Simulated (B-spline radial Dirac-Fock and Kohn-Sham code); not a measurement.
Internal conversion coefficients of Tm at 50 keV

Z = 69 (thulium), transition energy 50 keV. These are calculated numbers from a radial finite-basis atomic code; the model is a Dirac-Hartree-Slater potential of the neutral atom with a Latter tail (no hole, which puts coefficients of high multipoles low close above an edge), finite nucleus with surface currents. The K shell is not open to conversion at this energy. Subshells that would emit electrons below 1 keV are left out.

Input of the calculation (task.json; shells as n, l, electrons):

```json
{"items": [{
  "Z": 69,
  "q": 0,
  "cfg": [[1, 0, 2], [2, 0, 2], [2, 1, 6], [3, 0, 2], [3, 1, 6], [3, 2, 10], [4, 0, 2], [4, 1, 6], [4, 2, 10], [4, 3, 13], [5, 0, 2], [5, 1, 6], [6, 0, 2]],
  "A": 169,
  "rrms": 5.2256,
  "do": "conversion",
  "gamma": [50],
  "edges": {"L1": 10116.0, "L2": 9617.0, "L3": 8648.0, "M1": 2307.0, "M2": 2090.0, "M3": 1885.0, "M4": 1515.0, "M5": 1468.0, "N1": 470.9, "N2": 385.9, "N3": 332.6, "N4": 175.5, "N5": 175.5}
}]}
```

Command: `python xray2_run.py task.json out`

```
subshell  electron energy (keV)      E4        M1      M2    M3      M4
      L1                  39.88     662      2.72    83.8  1440   21900
      L2                  40.38   34400     0.255    7.98   175    3360
      L3                  41.35   35600    0.0379    30.4  3590  142000
      M1                  47.69     194     0.602    20.3   412    7560
      M2                  47.91   10100    0.0612    2.08  51.4    1120
      M3                  48.12   10100   0.00906    7.80   998   45200
      M4                  48.48    2580  0.000589   0.110  13.8     823
      M5                  48.53    2970  0.000378  0.0115  14.3    3950
   total                         104000      3.88     161  7110  242000
```

Q: For a pure M1 transition, what fraction of decays emits a photon?

A: 1/(1 + α) = 0.205 with the total α = 3.88; the total includes the outer subshells that are not listed.
